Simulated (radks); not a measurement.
Task: Coherent X-ray form factor from a spherical all-electron density. All-electron calculation, scalar-relativistic Kohn-Sham, PBEsol, spin-polarised, spherical densities, finite nucleus; Fermi nuclear charge, rms radius of each element as measured or else 0.836 A^(1/3) + 0.57 fm. Program: a radial shooting solver on a logarithmic mesh with Libxc functionals.

sin(theta)/lambda (1/angstrom)  f0 (electrons)
0.05                                    60.816
0.1                                     60.270
0.15                                    59.379
0.2                                     58.173
0.25                                    56.688
0.3                                     54.967
0.4                                     51.008
0.5                                     46.667
0.6                                     42.272
0.8                                     34.205
1                                       27.780
1.25                                    22.133
1.5                                     18.535
2                                       14.547

The species is in the configuration that NIST lists as its ground one. Which atom or ion scatters so?

Result: The platinum ion Pt17+, [Kr] 4d10 4f13 5s2. Extrapolating in s^2 from the first two rows gives f0(0) = 61.0, near the electron count 61; among species with that count, the fall with angle is slower the higher Z, and the table is that of Z = 78; from so few rows the species is fixed only to a neighbour or two.
